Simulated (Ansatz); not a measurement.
Cu₂Pd⁻. The state is a doublet with charge -1. Geometry PBE0-D4/def2-TZVP, that of the neutral singlet; atoms count from 1.

Cartesian coordinates in Å:
```
Pd -1.3835 0.2897 -0.1034
Cu 0.5722 -0.2944 1.2320
Cu 0.8113 0.0047 -1.1286
```

In the def2 sets Pd takes a core potential; there is no spin–orbit coupling. The highest occupied level of the charge -1 doublet lies above zero (up to 0.64 eV). By energy differences its removal costs 0.73 eV (vertical, to the charge 0 singlet, at PBE0-D4/def2-TZVPD); a positive level beside a positive removal energy at the same level points to self-interaction error. The structure comes from a short search, and lower isomers may exist.

(1) Estimate the Mulliken populations from the PBE0/def2-TZVPD orbitals of Ansatz.

(2) Where does the spin sit?

(3) And the Mayer bond orders between bonded heavy atoms (over 0.3)?

Results:

(1) 
```
atom  charge (e)  spin (α − β)  d electrons
 Pd1       -0.61          0.12         9.67
 Cu2       -0.20          0.44         9.95
 Cu3       -0.20          0.44         9.95
```
Mulliken values and Mayer orders depend strongly on the basis. With diffuse functions, as here, like atoms can get unlike values, and bond orders can come out too low or too high.

(2) Summed by element: Pd 0.12, Cu 0.88, of 1 unpaired in all. Largest on single atoms: Cu2 0.44, Cu3 0.44, Pd1 0.12.

(3) Pd1–Cu2 0.81 (2.44 Å); Pd1–Cu3 0.81 (2.44 Å); Cu2–Cu3 1.10 (2.39 Å).
